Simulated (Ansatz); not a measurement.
Tuning the range parameter of LC-ωPBE so that −HOMO meets the ionisation energy; basis def2-SVP, Ansatz. System: SnH(NHtBu)3 (C12H31N3Sn). Charge 0, multiplicity 1. Geometry: PBE-D4/def2-SVP. The ionised state is a doublet.

Geometry of the singlet:

```xyz
47

Sn   -0.438    0.259    0.093
H    -1.891    1.120    0.418
N     0.074   -0.915    1.732
C     0.510   -0.345    3.023
C    -0.500    0.729    3.455
C     0.512   -1.494    4.051
C     1.919    0.282    2.938
H     0.731   -1.648    1.431
H    -0.255    1.119    4.462
H    -0.489    1.594    2.757
H    -1.528    0.314    3.479
H    -0.497   -1.946    4.125
H     0.819   -1.138    5.055
H     1.221   -2.292    3.745
H     1.925    1.120    2.210
H     2.662   -0.474    2.607
H     2.257    0.675    3.920
N     1.112    1.593   -0.290
C     1.157    2.449   -1.492
C    -0.186    3.185   -1.624
C     2.286    3.475   -1.279
C     1.425    1.637   -2.778
H     2.012    1.108   -0.168
H    -0.161    3.904   -2.466
H    -1.016    2.474   -1.825
H    -0.423    3.740   -0.694
H     2.100    4.069   -0.362
H     2.373    4.168   -2.141
H     3.264    2.963   -1.160
H     0.608    0.905   -2.949
H     2.382    1.081   -2.694
H     1.495    2.291   -3.673
N    -0.697   -0.973   -1.563
C    -1.576   -2.158   -1.553
C    -2.947   -1.752   -0.989
C    -1.736   -2.621   -3.014
C    -0.994   -3.309   -0.701
H     0.225   -1.220   -1.949
H    -3.662   -2.596   -1.046
H    -2.871   -1.459    0.080
H    -3.366   -0.896   -1.556
H    -2.160   -1.805   -3.632
H    -2.399   -3.508   -3.088
H    -0.752   -2.900   -3.447
H    -0.893   -2.991    0.357
H     0.009   -3.602   -1.076
H    -1.640   -4.212   -0.730
```

In the def2 sets Sn takes a core potential; there is no spin–orbit coupling.

| ω (1/bohr) | HOMO (eV) | LUMO (eV) | vertical IE (eV) | HOMO + IE (eV) |
| --- | --- | --- | --- | --- |
| 0.1 | -6.33 | 0.68 | 7.21 | 0.88 |
| 0.2 | -7.47 | 1.64 | 7.63 | 0.15 |
| 0.3 | -8.32 | 2.25 | 8.00 | -0.33 |

Problem. Estimate the row for 0.15 bohr⁻¹.

Solution. 
| ω (1/bohr) | HOMO (eV) | LUMO (eV) | vertical IE (eV) | HOMO + IE (eV) |
| --- | --- | --- | --- | --- |
| 0.15 | -6.94 | 1.21 | 7.40 | 0.46 |

Problem. Where does the tuning condition hold?

Solution. Near ω = 0.23 bohr⁻¹, by linear interpolation.
